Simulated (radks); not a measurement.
Spherical jellium clusters: N electrons in a uniform positive sphere of charge N and radius rs N^(1/3), rs = 4.45 bohr. Calculated with a radial shooting solver with Libxc functionals: non-relativistic Kohn-Sham, LDA (Slater exchange, Perdew-Wang correlation), spin-polarised, spherical densities. Levels are named by radial order and angular momentum (1s, 1p, 1d, 2s, ...), and open shells are averaged over m.

N = 18, configuration 1s2 1p6 1d10. This is the lowest configuration that the search found. Occupied and some empty levels:

| level | occupation | eigenvalue (eV) | <r> (bohr) |
|---|---|---|---|
| 1s | 2 | -4.4339 | 7.001 |
| 1p | 6 | -3.7172 | 8.531 |
| 1d | 10 | -2.8617 | 9.541 |
| 2s | 0 | -2.5736 | 7.858 |
| 1f | 0 | -1.8796 | 10.42 |
| 2p | 0 | -1.4221 | 9.712 |

Energy (eV): total -33.7269, kinetic 25.546, external -898.20, Hartree 445.53, exchange-correlation -60.188, background 453.59. Static polarisability (adiabatic kernel): 2045 bohr^3, against R^3 = 1586 for a classical metal sphere.

Electron density:

| r (bohr) | n(r) (e/bohr^3) |
|---|---|
| 0.371 | 0.001352 |
| 1.77 | 0.001503 |
| 3.17 | 0.001879 |
| 4.57 | 0.002456 |
| 5.96 | 0.003062 |
| 7.36 | 0.003369 |
| 8.76 | 0.003024 |
| 10.2 | 0.002031 |
| 11.6 | 0.0009629 |
| 12.9 | 0.0003417 |
| 14.3 | 0.0001010 |
| 15.8 | 0.00002692 |
| 17.1 | 6.758e-06 |
| 18.6 | 1.642e-06 |
